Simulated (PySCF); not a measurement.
**NMR data sheet: C$_{7}$H$_{10}$N$_{4}$**

```yaml
Formula: C7H10N4
SMILES: CC(C)(C)n1cc(C#N)nn1
InChI: InChI=1S/C7H10N4/c1-7(2,3)11-5-6(4-8)9-10-11/h5H,1-3H3
Point_group_of_the_computed_structure: Cs
Degrees_of_unsaturation: 5
Carbon_signals: 5
Proton_signals: 2
```

Atoms are numbered as in `[CH3:1][C:2]([CH3:3])([CH3:4])[n:5]1[cH:6][c:7]([C:8]#[N:9])[n:10][n:11]1` (H(Xn): hydrogen on atom n).

[PySCF 2.14.0 with density-fitted response routines: GFN2-xTB geometry; shieldings: GIAO PBE0/pcSseg-1; single conformer; non-relativistic; gas phase; averaged over atoms made equivalent by symmetry, fast rotation or ring inversion]

References, each an isolated molecule treated in the same way: ¹H (σ = 31.72 ppm), ¹³C (σ = 186.93 ppm) against TMS; NH3 for ¹⁵N (σ = 267.73 ppm).

| carbon | δC, type | δH (multiplicity) | HMBC from (2–3 bonds) | span of the C tensor (ppm) |
| --- | --- | --- | --- | --- |
| C1/C3/C4 | 31.9, CH3 | 1.75 (s) | H(C1)/H(C3)/H(C4) | 45 |
| C2 | 57.9, C | – | H(C6), H(C1)/H(C3)/H(C4) | 43 |
| C6 | 134.9, CH | 7.79 (s) | – | 180 |
| C7 | 125.5, C | – | H(C6) | 134 |
| C8 | 117.8, C | – | H(C6) | 336 |

Other nuclei:
```tsv
atoms	nucleus	environment	δ (ppm)	σ (ppm)
N11	¹⁵N	pyridine-type nitrogen of an azole	402.9	-135.2
N10	¹⁵N	pyridine-type nitrogen of an azole	401.9	-134.2
N9	¹⁵N	nitrile nitrogen	325.3	-57.6
N5	¹⁵N	pyrrole-type ring nitrogen	293.6	-25.8
```

- Carbon types of the structure: 3 × C, 1 × CH, 3 × CH3, which accounts for all hydrogens.
- δC 134.9: aromatic CH next to a ring nitrogen.
- δC 125.5: substituted aromatic carbon next to a ring nitrogen.
- δC 117.8: nitrile carbon; typical of a nitrile.
- δC 31.9: methyl carbon; saturated and bonded to C and H only.
- δH 7.79: hydrogen on an aromatic CH next to a ring nitrogen; it sits in the deshielding region of the aromatic ring current.

Shifts are as computed. Against solution values, carbons near 30 ppm lie about +3 ppm off and those near 130 ppm about +5 ppm. Of 1211 compounds with measured shifts, 218 miss one by over three times the rms of a fit or turn the order of signals round; such compounds aren't used in these exercises. Experimental scales use liquid or dissolved standards, which lie at an offset from isolated NH3 (liquid NH3: subtract about 20 ppm). Unscaled 15N shifts of sp2 nitrogen come out 20 to 40 ppm too high even then. No couplings were computed; multiplicities are counted from neighbouring protons, with m where these are inequivalent, close in shift, in a saturated or five-membered ring or joined by F or P, and br s for small geminal =CH2 splittings.
